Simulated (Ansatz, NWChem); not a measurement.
**Worked example: InH2F + SnH2(CH3)(SiH3) → SiH3(InH2) + SnH2(CH3)F**

Species: InH2F `[F][InH2]`, singlet; SnH2(CH3)(SiH3), singlet; SiH3(InH2), singlet; SnH2(CH3)F, singlet. The partners trade F for SiH3: In–F and Sn–SiH3 bonds give way to In–SiH3 and Sn–F.

Shapes, held fixed at every level: PBE0-D4/def2-TZVP. Programs: Ansatz 0.2.0. Electronic energies: no zero-point or thermal term.

At CCSD(T)/def2-TZVPP; 1 Eh = 2625.50 kJ/mol:

| species | energy (Eh) |
| --- | --- |
| InH2F | -290.431529 |
| SnH2(CH3)(SiH3) | -545.535044 |
| SiH3(InH2) | -481.504838 |
| SnH2(CH3)F | -354.456280 |

Q: Work out ΔE of the reaction at this level.

A: 
1. Products less reactants: (-481.504838) + (-354.456280) − [(-290.431529) + (-545.535044)] = 0.005455 Eh = +14.3 kJ/mol.

Other levels give +5.1 (HF/def2-TZVPP) to +16.0 kJ/mol (SPW92/def2-TZVPP). No measured value is set beside it here. For atoms past krypton def2 sets carry core potentials with scalar relativity. Outer-core shells of In, Sn are correlated, in sets that cover them unevenly.
